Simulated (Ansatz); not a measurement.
A nudged elastic band was laid between two geometries of AlH$_{4}$NO$_{2}$ (8 atoms, charge 0, multiplicity 1).

Computed with RKS B3LYP-D4/def2-SVPD (Ansatz 0.2.0).

```
movable images  : 5
climbing image  : yes
spring          : 5.0 eV/Å²
optimiser       : quadratic models (default)
start path      : straight line
force threshold : 0.05 eV/Å
iteration limit : 60
end points      : relaxed
```

Image 0:

```xyz
8
Properties=species:S:1:pos:R:3
N -0.466 1.384 0.161
Al 0.031 -0.307 -0.018
O 1.599 -0.797 -0.510
O -1.140 -1.504 0.325
H 0.116 2.194 -0.007
H -1.393 1.666 0.453
H 2.348 -0.241 -0.728
H -1.002 -2.451 0.269
```

Image 6:

```xyz
8
Properties=species:S:1:pos:R:3
N -0.575 1.190 0.188
Al 0.199 -0.390 -0.070
O 1.825 -0.551 -0.572
O -0.623 -1.870 0.163
H -0.124 2.086 0.052
H -1.532 1.324 0.491
H 2.456 0.150 -0.742
H -1.533 -1.996 0.435
```

Task: Which bonds break or form, and what moves?

Result: No bond is made or broken. The height of N1 over the plane of its neighbours goes from 0.00 to 0.00 Å.

Task: What energy profile does the band end with?

Result: The run converged. The highest image is number 3 of 0 to 6, 0.151 eV above the first end and 0.089 eV above the last; the last end lies 0.062 eV above the first. The order of the stationary point at the top wasn't checked.

```csv
image,path coordinate (Å),energy (eV),height of N1 over the plane of its neighbours (Å)
0,0.00,0.000,0.00
1,0.25,0.022,0.00
2,0.50,0.094,0.00
3,0.76,0.151,0.00
4,0.97,0.121,0.00
5,1.18,0.076,0.00
6,1.39,0.062,0.00
```

Task: What is the geometry of the highest image?

Result: 
```xyz
8
Properties=species:S:1:pos:R:3:forces:R:3
N -0.497 1.297 0.167 0.00 0.00 0.00
Al 0.132 -0.349 -0.049 0.00 0.00 0.00
O 1.746 -0.630 -0.548 0.01 -0.01 0.00
O -0.843 -1.676 0.232 -0.02 0.00 0.01
H 0.029 2.148 0.018 0.00 0.00 0.00
H -1.442 1.509 0.461 0.00 0.00 0.00
H 2.406 0.037 -0.740 0.00 0.01 0.00
H -1.440 -2.393 0.402 0.01 0.00 0.00
```

Time of the run: 110 s on 2 threads of Intel(R) Xeon(R) Platinum 8259CL CPU @ 2.50GHz (Skylake/Cascade Lake), with other jobs on the host, peak memory 0.3 GiB.
